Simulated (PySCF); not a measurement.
TbP: from constants to spectrum

MN15 constants of TbP, septet, about 8.2 electrons in the 4f shell (Mulliken), real f orbitals that mix terms (Tb x2c-TZVPall, P x2c-TZVPall; spin-free X2C with a Gaussian nucleus (PySCF 2.14); masses 158.9253 and 30.9738 u):

```
ωe                     : 438.4 cm⁻¹
ωexe                   : 1.38 cm⁻¹
Be                     : 0.12449 cm⁻¹
αe                     : 0.000416 cm⁻¹
D (centrifugal)        : 4.01e-08 cm⁻¹
De to Tb (4f9 6s2) + P : 2.19 eV
```

Give the vibrational terms G(v) and spacings up to v = 3.

G(v) = ωe(v+½) − ωexe(v+½)².

| v | G(v) (cm⁻¹) | G(v) − G(v−1) | Bv (cm⁻¹) |
| --- | --- | --- | --- |
| 0 | 219 |  | 0.1243 |
| 1 | 654 | 436 | 0.1239 |
| 2 | 1087 | 433 | 0.1235 |
| 3 | 1517 | 430 | 0.1230 |

How well does the Morse estimate ωe²/(4ωexe) reproduce De, and what is D0?

It gives 4.32 eV, 197 % of the computed De. D0 = De − G(0) = 2.19 − 0.03 = 2.16 eV.

These are scalar-relativistic numbers at best; spin–orbit coupling would shift them, the dissociation energy most. With d or f electrons several states lie close, and the lowest PBE0 determinant need not be the measured ground state.
